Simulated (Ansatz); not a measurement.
Reaction (substitution at a C–C bond): `C/C=N\[SiH3]` + `[OH][AlH2]` → `[AlH2][O]/C=N\[SiH3]` + CH₄

Gas-phase electronic energies from Ansatz, PBE0-D4/def2-TZVP geometries. CBS: MP2 limit from def2 TZ/QZ plus the TZ coupled-cluster correction, frozen cores. This one scheme is used for every species. Double bonds are as drawn, so ΔE can hold a change between cis and trans. DFT in def2-TZVPP. B3LYP here is the variant with VWN-RPA as its local correlation; programs differ in this. Each species was taken in one conformer, which may not be the lowest.

```
             level  ΔE (kJ/mol)  difference from CCSD(T)/CBS
            PBE-D4        -25.1                         -7.8
         r2SCAN-D4        -28.7                        -11.4
           PBE0-D4        -23.8                         -6.5
          B3LYP-D4        -27.1                         -9.8
           ωB97X-V        -25.1                         -7.8
           ωB97M-V        -23.3                         -6.0
            B2PLYP        -24.6                         -7.3
               PBE        -24.0                         -6.7
            r2SCAN        -28.4                        -11.1
              PBE0        -22.7                         -5.4
             B3LYP        -25.3                         -8.0
     HF/def2-TZVPP        -27.7                        -10.4
    MP2/def2-TZVPP        -21.0                         -3.7
SCS-MP2/def2-TZVPP        -21.4                         -4.1
   CCSD/def2-TZVPP        -20.3                         -3.0
CCSD(T)/def2-TZVPP        -21.6                         -4.3
     HF/def2-QZVPP        -27.2                         -9.9
    MP2/def2-QZVPP        -18.3                         -1.0
SCS-MP2/def2-QZVPP        -18.6                         -1.3
      HF/CBS(def2)        -27.2                         -9.9
     MP2/CBS(def2)        -16.7                          0.6
    CCSD/CBS(def2)        -15.9                          1.4
       CCSD(T)/CBS        -17.3                            0
```

Largest T1 diagnostic among the species: 0.015.

In def2-TZVPP, CCSD(T) changes the Hartree–Fock value by +6.2 kJ/mol (the triples alone add −1.3 kJ/mol) and MP2 by +6.7 kJ/mol.
